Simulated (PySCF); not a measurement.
Harmonic spectrum computed at PBE0 in the def2-SVP basis family (core potentials from Rb on, PySCF, no spin–orbit coupling):

| ω (cm⁻¹) | IR (km/mol, summed over degenerate members) | degeneracy |
| --- | --- | --- |
| 235 | 0.0 | 1 |
| 348 | 0.4 | 2 |
| 446 | 0.0 | 1 |
| 507 | 13.5 | 2 |
| 538 | 36.4 | 1 |
| 624 | 0.0 | 1 |
| 659 | 8.1 | 1 |
| 901 | 913 | 2 |
| 921 | 163 | 1 |

Which molecule gave it? In each, all ligands are bound to the one heavy central atom.
A. SF₅ (doublet)
B. BrF₅ (singlet)
C. IF₅ (singlet)
D. ClF₅ (singlet)

A. It has C4v symmetry with S–F 1.571 Å, S–F 1.620 Å (×4).
